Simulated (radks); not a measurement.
The numbers below are computed, except where a source is named.
Si IV, configuration [Ne] 3s0.5 3p0.5 (fractional occupations, a model configuration).

Level of theory: Dirac Kohn-Sham, PBE, spin-unpolarised, spherical densities, point nucleus; open shells fill j = l - 1/2 first (a radial shooting solver on a logarithmic mesh with Libxc functionals).

Energy parts (Ry):
total: -575.11481
kinetic: 576.92142
electron-nucleus: -1343.89484
Hartree: 231.42335
exchange-correlation: -39.56474

Orbitals (lengths in bohr, moments of r in powers of bohr; <r^-3> diverges for s and p1/2):
| orbital | occ. | eigenvalue (Ry) | <r^-3> | <r^2> |
|---|---|---|---|---|
| 1s1/2 | 2 | -134.0691 | - | 0.01667 |
| 2s1/2 | 2 | -12.97222 | - | 0.3823 |
| 2p1/2 | 2 | -9.77957 | - | 0.3571 |
| 2p3/2 | 4 | -9.73153 | 48.37 | 0.3598 |
| 3s1/2 | 0.5 | -2.92549 | - | 3.880 |
| 3p1/2 | 0.5 | -2.28813 | - | 4.831 |
| 3p3/2 | 0 | -2.28331 | 4.874 | 4.850 |

The highest occupied level is 3p1/2 at -31.132 eV. Summed over all electrons, <r^2> = 7.307 bohr^2, which gives a Langevin (diamagnetic) susceptibility term of -5.79 x 10^-6 cm^3/mol.
